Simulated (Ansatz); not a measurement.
Harmonic frequencies (cm⁻¹) at PBE0-D4/def2-TZVP from Ansatz: 101, 181, 223, 262, 326, 362, 398, 502, 540, 606, 614, 682, 743, 799, 972, 1069, 1075, 1152, 1324, 1362, 1402, 1652, 1871, 1881, 3001, 3503, 3586.

Each molecule was computed in one conformer, which needn't be the lowest.

Task: Which molecule is it?
A. `N=C1N([SiH3])[SiH]1Cl`
B. `[AlH2][NH]CS`
C. `NC(F)[B](F)[AlH2]`
D. `CSBO[SiH3]`

Result: C.
